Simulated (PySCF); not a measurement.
C2H11ClO2Si3, SMILES C[Si](C)(O[SiH3])O[SiH2]Cl. Coordinates come from a PBE0-D3(BJ)/def2-SVP optimisation. This is a generated structure with no PubChem entry under its InChIKey; it may be hypothetical. One conformer was computed; it need not be the lowest.

**Question.** Give the equilibrium geometry at PBE0-D3(BJ)/def2-SVP (PySCF confirms it by a frequency run) as bond lengths and angles. (The exact figures need the calculation; the answer reports its results.)

**Answer.** Several could match; the one computed here: 
Atoms: Si1 O2 Si3 C4 C5 O6 Si7 Cl8 H9 H10 H11 H12 H13 H14 H15 H16 H17 H18 H19. Bond lengths (Å): Si1–O2 1.658, Si1–H9 1.494, Si1–H10 1.492, Si1–H11 1.491, O2–Si3 1.658, Si3–C4 1.854, Si3–C5 1.860, Si3–O6 1.678, C4–H12 1.101, C4–H13 1.101, C4–H14 1.100, C5–H15 1.101, C5–H16 1.101, C5–H17 1.101, O6–Si7 1.639, Si7–Cl8 2.081, Si7–H18 1.486, Si7–H19 1.483. Bond angles (°): O2–Si1–H9 110.9, O2–Si1–H10 108.2, O2–Si1–H11 110.0, H9–Si1–H10 109.0, H9–Si1–H11 109.6, H10–Si1–H11 109.1, Si1–O2–Si3 147.9, O2–Si3–C4 108.7, O2–Si3–C5 110.2, O2–Si3–O6 107.6, C4–Si3–C5 114.6, C4–Si3–O6 107.3, C5–Si3–O6 108.2, Si3–C4–H12 110.8, Si3–C4–H13 110.9, Si3–C4–H14 110.3, H12–C4–H13 108.3, H12–C4–H14 108.2, H13–C4–H14 108.3, Si3–C5–H15 110.1, Si3–C5–H16 111.4, Si3–C5–H17 110.8, H15–C5–H16 108.4, H15–C5–H17 108.0, H16–C5–H17 108.2, Si3–O6–Si7 137.5, O6–Si7–Cl8 109.2, O6–Si7–H18 111.7, O6–Si7–H19 109.4, Cl8–Si7–H18 106.8, Cl8–Si7–H19 107.6, H18–Si7–H19 112.0.
Charge 0, spin multiplicity 1.
